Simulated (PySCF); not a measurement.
A side-by-side comparison of computed properties.

First species: C3H12O2Si2.
Cartesian coordinates in Å at the GFN2-xTB level; atoms count from 1:
```
atom  x, y, z in Å
C1    -0.9784    1.0601    1.9734
O2    -1.4968    0.2180    0.9855
Si3   -1.3094    0.3415   -0.6223
C4    -2.0563   -1.2578   -1.2857
O5     0.2599    0.5026   -1.0218
Si6    1.8239    0.0818   -1.1127
C7     2.4954   -0.3832    0.6015
H8    -1.0324    0.5350    2.9284
H9     0.0603    1.3200    1.7579
H10   -1.5643    1.9804    2.0340
H11   -1.8778    1.5716   -1.1721
H12   -1.8411   -1.3561   -2.3441
H13   -1.6601   -2.1331   -0.7801
H14   -3.1337   -1.2660   -1.1646
H15    2.4705    1.2886   -1.6313
H16    1.9220   -1.0537   -2.0337
H17    3.5020   -0.7856    0.5359
H18    1.8708   -1.1334    1.0801
H19    2.5356    0.4785    1.2641
```

Second species: C2H12OSi3.
SMILES: `C[SiH](C)O[SiH2][SiH3]`

Levels: CAM-B3LYP/def2-SVPD for dipole moment, HOMO energy, LUMO energy, HOMO–LUMO gap, static isotropic polarisability and electronic spatial extent ⟨r²⟩ about the centre of nuclear charge; TDDFT CAM-B3LYP/def2-SVPD for lowest singlet excitation; TDA CAM-B3LYP/def2-SVPD for lowest triplet excitation (Tamm–Dancoff); GFN2-xTB for rotational constant A and rotational constant C. Geometries: GFN2-xTB. Each species is one conformer at its optimised geometry, gas phase, non-relativistic unless stated. Electronic properties by PySCF.

The conformers computed, where there is a choice (atom-mapped SMILES and torsion angles):
- `[CH3:1][O:2][Si@H:3]([CH3:4])[O:5][SiH2:6][CH3:7]`: C1–O2–Si3–C4 172°, O2–Si3–O5–Si6 60°, Si3–O5–Si6–C7 -52°
- `[CH3:1][SiH:2]([CH3:3])[O:4][SiH2:5][SiH3:6]`: C1–Si2–O4–Si5 -28°, Si2–O4–Si5–Si6 61°

Values for the first species:

```
Dipole moment                                                     : 1.05 D
HOMO energy                                                       : -9.43 eV
LUMO energy                                                       : 1.12 eV
HOMO–LUMO gap                                                     : 10.55 eV
Lowest singlet excitation                                         : 7.72 eV
Lowest triplet excitation (Tamm–Dancoff)                          : 7.41 eV
Static isotropic polarisability                                   : 92.0 au
Electronic spatial extent ⟨r²⟩ about the centre of nuclear charge : 1416 bohr²
Rotational constant A                                             : 2.182 GHz
Rotational constant C                                             : 0.902 GHz
```

**Question.** Estimate the same properties for the second species, and the change in each.

**Answer.** 
| property | first | second | second less first |
| --- | --- | --- | --- |
| dipole moment | 1.05 D | 0.83 D | -0.22 D |
| HOMO energy | -9.43 eV | -9.17 eV | +0.26 eV |
| LUMO energy | 1.12 eV | 0.42 eV | -0.70 eV |
| HOMO–LUMO gap | 10.55 eV | 9.59 eV | -0.96 eV |
| lowest singlet excitation | 7.72 eV | 6.23 eV | -1.49 eV |
| lowest triplet excitation (Tamm–Dancoff) | 7.41 eV | 5.61 eV | -1.80 eV |
| static isotropic polarisability | 92.0 au | 107.4 au | +15.4 au |
| electronic spatial extent ⟨r²⟩ about the centre of nuclear charge | 1416 bohr² | 1602 bohr² | +186 bohr² |
| rotational constant A | 2.182 GHz | 3.075 GHz | +0.893 GHz |
| rotational constant C | 0.902 GHz | 0.755 GHz | -0.147 GHz |

On the first: The polarisability is 13.64 Å³ as a volume (1 au = 0.148185 Å³), or 1.24 au for each of the 74 electrons. A dipole of 1.05 D is allowed in C1, and pure rotational transitions are dipole-allowed.

On the second: A dipole of 0.83 D is allowed in C1, and pure rotational transitions are dipole-allowed. The dipole matches unit charges of opposite sign 0.17 Å apart (1 e·Å = 4.8032 D).
